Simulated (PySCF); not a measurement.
## CBr₄ + 2 Cl₂ → CCl₄ + 2 Br₂

Level: B3LYP in the def2-TZVP basis family, all electrons, no relativity, computed in PySCF with density fitting; open shells unrestricted.

```
species             state and structure        E (Eh)  ZPE (kJ/mol)  H(298 K) − H(0) (kJ/mol)  S° (J/(mol K))
   CBr₄  singlet, Td, C–Br 1.956 Å (×4)  -10334.81609          17.7                      20.5           358.7
    Cl₂     singlet, D∞h, Cl–Cl 2.014 Å    -920.42200           3.2                       9.2           223.0
   CCl₄  singlet, Td, C–Cl 1.781 Å (×4)   -1879.00043          24.1                      17.4           310.7
    Br₂     singlet, D∞h, Br–Br 2.316 Å   -5148.35943           1.9                       9.7           245.5
```

Task: What is the electronic reaction energy?

Result: At B3LYP/def2-TZVP, ΔE = -155.4 kJ/mol from the differences of the total energies times 2625.5, downhill. Chlorination of this kind underlies dry etching.

Task: Add zero-point, thermal and entropy terms for 298.15 K and 1 bar.

Result: ΔZPE = 3.8 and Δ[H(298) − H(0)] = -2.1 kJ/mol give ΔH° = -153.7 kJ/mol. ΔS° = -3.0 J/(mol K), so ΔG° = -153.7 − 298.15 × (-0.0030) = -153 kJ/mol.

Only the bonding shown was studied: isomers, or loss of a ligand pair, can lie lower.
